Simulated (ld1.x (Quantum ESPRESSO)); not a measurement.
## Zr: excitation energies, all-electron against TM

* Element: zirconium (Zr)
* Generator: ld1.x (Quantum ESPRESSO) 7.5
* Type: norm-conserving Troullier–Martins (Kleinman–Bylander form)
* Functional: PBE
* Relativity: scalar-relativistic
* Frozen core: [Kr]
* Valence charge: 4
* Reference configuration: 4d2 5s1.75 5p0 (charge +0.25)
* Partial waves: 5p (bound, empty): rc 3.40 bohr; 4d (bound): rc 2.65 bohr; 5s (bound): rc 2.35 bohr
* Local potential: the s channel
* Core correction: Bessel-smoothed model core inside 2.45 bohr

Energies are relative to the spin-unpolarised reference configuration 4d2 5s1.75 5p0; without spin polarisation the order of configurations can differ from experiment.

```tsv
valence configuration	charge	ΔE all-electron (eV)	error AE − PS (meV)
4d2 5s2 5p0	0	-1.273	+0.2
4d2 5s0 5p0	+2	18.805	-28
4d2 5s1 5p1	0	1.769	-3.4
4d1 5s2 5p1	0	1.730	-96
4d2 5s0 5p1	+1	9.580	-12
4d2.5 5s1.5 5p0	0	-0.759	-12
```

Task: What are ΔE and the potential's error for 4d2 5s1 5p0?

Result: ΔE = 5.864 eV all-electron; the error (AE − PS) is -1.5 meV.
